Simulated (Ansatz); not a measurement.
System: CHI2, net charge 0, doublet state. It need not be the lowest isomer of its formula. 
Geometry from a B3LYP-D3(BJ)/def2-TZVP (Ansatz, an electronic-structure program) optimisation:
```xyz
4

I     -1.8101     0.0999     0.0202
C     -0.0162    -0.8857    -0.1989
I      1.8125     0.0341     0.0173
H     -0.0331    -1.7885    -0.7907
```
Charge 0, spin multiplicity 2.

Basis-set convergence of Hartree-Fock and MP2 correlation energies (hartree) with Ansatz. Cores are frozen in the correlated levels unless marked. UHF or UKS for open shells. No spin-orbit coupling. Frozen are the shells of the preceding noble gas and the d and f shells that filled before the atom's block. Past Kr the def2 sets carry scalar-relativistic core potentials.

```
basis        functions       E(HF)  E(corr, MP2)
-----------  ---------  ----------  ------------
def2-SVPD           98  -631.66483      -0.32859
def2-TZVPPD        172           …             …
```

Question: Fill in the missing entries.

Answer: 
- def2-TZVPPD, E(HF): -631.72952
- def2-TZVPPD, E(corr, MP2): -0.42079
